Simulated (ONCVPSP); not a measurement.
## Before and after: ONCV potential for Te (Z = 52)

- Element: tellurium (Te)
- Generator: ONCVPSP 4.0.1
- Type: optimised norm-conserving Vanderbilt (ONCV)
- Functional: PBE
- Relativity: scalar-relativistic
- Frozen core: [Ar] 3d10 4s2
- Valence charge: 22
- Reference configuration: 4p6 4d10 5s2 5p3.75 (charge +0.25)
- Partial waves: 5s: rc 1.70 bohr, ncon 4, nbas 8, qcut 3.6 1/bohr, 2 projectors, debl 3.3 Ha; 4p+5p: rc 1.10 bohr, ncon 5, nbas 9, qcut 12.7 1/bohr, 2 projectors; 4d: rc 1.00 bohr, ncon 5, nbas 9, qcut 11.1 1/bohr, 2 projectors, debl 1.5 Ha
- Local potential: polynomial inside 0.80 bohr (lpopt 2, dvloc0 4 Ha)
- Core correction: Teter function, fcfact 5.75, rcfact 1.15

In the d channel the program set the typed energies aside and used -1.608, 0.250 Ha.

Change: p: qcut 8.3.

Cutoffs: the cutoffs (Ha) at which the residual kinetic energy of the hardest occupied pseudo-wave falls to 1 and 0.1 mHa per electron; they do not see the model core or the augmentation charge, which bear on the density cutoff. Errors are all-electron minus pseudo energies relative to the spin-unpolarised reference configuration.

**Question.** Predict the effect on cutoff, ghosts and configuration errors.

**Answer.** The potential gets harder (64 Ha and 74 Ha → 163 Ha and 212 Ha); both files keep a bound ghost (s); the errors of the 4 common tests hardly move.

```csv
quantity,base,changed
"cutoff, loose",64 Ha,163 Ha
"cutoff, tight",74 Ha,212 Ha
loose cutoff by channel,"s 11 Ha, p 64 Ha, d 53 Ha","s 11 Ha, p 163 Ha, d 53 Ha"
bound ghosts,s,s
GHOST(+) flags under 300 eV,none,none
"error for 4p6 4d10 5s2 5p4, meV [ΔE -1.72 eV]",+0.3,+0.3
"error for 4p6 4d10 5s2 5p3, meV [ΔE 8.01 eV]",-1.6,-1.7
"error for 4p6 4d10 5s2 5p2, meV [ΔE 25.94 eV]",-6.2,-6.7
"error for 4p6 4d9 5s2 5p4, meV [ΔE 47.54 eV]",-44,-42
s: phases at 1.72 bohr within 0.05 rad from the reference energy up to (Ha; the scan ends near 5),n/a,n/a
p: phases at 1.12 bohr within 0.05 rad from the reference energy up to (Ha; the scan ends near 5),to the end of the scan,to the end of the scan
d: phases at 1.02 bohr within 0.05 rad from the reference energy up to (Ha; the scan ends near 5),to the end of the scan,to the end of the scan
"rms error of d²Exc/dni dnj with the model core, mHa",1.76,1.57
```

 A true bound ghost makes a file unfit for plane-wave use even where its test errors are small: the radial tests pick states by their node count and pass the ghost by.
